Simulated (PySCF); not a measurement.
`C=[N][GaH2-][N+]#CC`, C3H7GaN2

Geometry (Å), atoms numbered from 1 in this order:
```xyz
13

C    -2.5433    1.2082    0.1853
N    -2.1294    0.1497   -0.3237
Ga   -1.3004   -1.2714   -1.0464
N     0.7058   -0.8419   -0.8873
C     1.6096   -0.3414   -0.3811
C     2.7504    0.2573    0.2289
H    -1.8808    2.0229    0.5141
H    -3.6117    1.4006    0.3434
H    -1.4321   -1.3366   -2.5591
H    -1.3019   -2.4767   -0.1106
H     3.1750    1.0046   -0.4414
H     2.4569    0.7351    1.1641
H     3.4976   -0.5099    0.4349
```

The calculation used GIAO wB97X-D/pcSseg-1 magnetisability, rotational g tensor and spin-rotation constants, non-relativistic, gas phase (PySCF 2.14.0). Geometry: GFN2-xTB.

The calculation is non-relativistic, which matters for the atoms heavier than Zn.

Task: Give the nuclear spin-rotation constants along the inertial axes (H = +C I·J) beside the isotropic shieldings.

Result: Rotational constants 3.4930, 1.2841, 0.9604 GHz. A star marks the isotopologue with that one atom substituted, in its own axes.
| atom | isotope | Caa (kHz) | Cbb (kHz) | Ccc (kHz) | mean (kHz) | σ (ppm) |
| --- | --- | --- | --- | --- | --- | --- |
| N2 | 14N | 0.869 | 0.601 | 0.028 | 0.499 | -237.5 |
| Ga3 | 69Ga | 6.131 | 2.161 | 1.439 | 3.244 | 1515.7 |
| N4 | 14N | 0.211 | 0.198 | 0.189 | 0.200 | 13.5 |
| H7 | 1H | 0.033 | 0.029 | -0.074 | -0.004 | 22.5 |
| H8 | 1H | 0.277 | -0.060 | -0.074 | 0.048 | 22.5 |
| H9 | 1H | -0.269 | -0.055 | -0.008 | -0.111 | 27.8 |
| H10 | 1H | -0.281 | -0.070 | 0.011 | -0.114 | 27.5 |
| H11 | 1H | -0.328 | -0.136 | -0.011 | -0.158 | 29.5 |
| H12 | 1H | -0.392 | -0.029 | -0.072 | -0.164 | 29.5 |
| H13 | 1H | -0.190 | -0.090 | -0.083 | -0.121 | 29.5 |
| C1 | 13C* | 1.659 | 0.487 | 0.194 | 0.780 | 27.0 |
| C5 | 13C* | 0.442 | 0.466 | 0.427 | 0.445 | 54.9 |
| C6 | 13C* | 0.380 | 0.145 | 0.112 | 0.212 | 185.4 |

For the geometry as given, no vibrational averaging.

Task: How do the rotational constants and the g tensor change when H7, H8, H9, H10, H11, H12, H13 are replaced by deuterium?

Result: Constants 2.9224, 1.1154, 0.8375 GHz; g -0.0262, -0.0110, -0.0024, against -0.0312, -0.0123, -0.0025 before.
